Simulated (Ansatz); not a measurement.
Stepwise reaction of `[F][In]([F])[Cl]` with hydrogen chloride, as a gas-phase model of exchange steps in deposition or etching. ΔE in kJ/mol; ΔG adds harmonic PBE0-D4 terms to CCSD(T)/CBS, at 1 bar.

Gas-phase electronic energies from Ansatz, PBE0-D4/def2-TZVP geometries. CCSD(T)/CBS adds triple-zeta CCSD(T) − MP2 to the extrapolated MP2 energy (def2 sets, frozen cores). This one scheme is used for every species. Functionals use def2-TZVPP. B3LYP here is the variant with VWN-RPA as its local correlation; programs differ in this. def2 core potentials past Kr. For In outer-core shells are correlated without core-valence functions, which leaves a few kJ/mol of doubt a bond.

```tsv
step	reaction	PBE-D4	B3LYP-D4	ωB97M-V	CCSD(T)/CBS	ΔG(400 K)
1	`[F][In]([F])[Cl]` + HCl → `[F][In]([Cl])[Cl]` + H–F	-58.7	-60.6	-61.9	-65.7	-58.8
2	`[F][In]([Cl])[Cl]` + HCl → `[Cl][In]([Cl])[Cl]` + H–F	-56.0	-57.8	-59.2	-63.3	-52.7
```

By hand: ΔE of the 2 steps together at CCSD(T)/CBS.

(-65.7) + (-63.3) = -129.0 kJ/mol, or -64.5 kJ/mol a step.

In ΔE the steps differ by no more than 2.4 kJ/mol. All are downhill at CCSD(T)/CBS. ΔG lies between -58.8 and -52.7 kJ/mol a step. PBE-D4 differs from CCSD(T)/CBS by 7.0 to 7.3 kJ/mol a step. Isolated molecules leave out the surface, adducts and barriers. Largest T1 diagnostic: 0.016.
